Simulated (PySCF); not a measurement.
# Stationary points of CuHF

All numbers come from PBE0 in PySCF with Cu def2-TZVP, H def2-TZVP, F def2-TZVP; no relativity; density-fitted integrals.

Relaxations began from a few typed shapes; open shells are unrestricted. The search is not exhaustive: other isomers or separated fragments can lie lower, and high-lying points may rest on an excited occupation.

```json
{"spin": "doublet", "group": "C∞v", "bonds": "Cu–F 1.754 Å, Cu–H 1.483 Å", "angles": "F–Cu–H 180.0°", "imaginary modes (cm⁻¹)": "none", "ΔE (kJ/mol)": "0.0", "ΔE with ZPE (kJ/mol)": "0.0"}
{"spin": "doublet", "group": "Cs", "bonds": "Cu–F 1.750 Å, Cu–H 1.485 Å", "angles": "F–Cu–H 134.9°", "imaginary modes (cm⁻¹)": "none", "ΔE (kJ/mol)": "16.2", "ΔE with ZPE (kJ/mol)": "11.2"}
```

The lowest minimum found is the doublet C∞v: Cu–F 1.754 Å, Cu–H 1.483 Å; F–Cu–H 180.0°.

For the lowest minimum: other spin states or occupations of the open shell can lie lower.
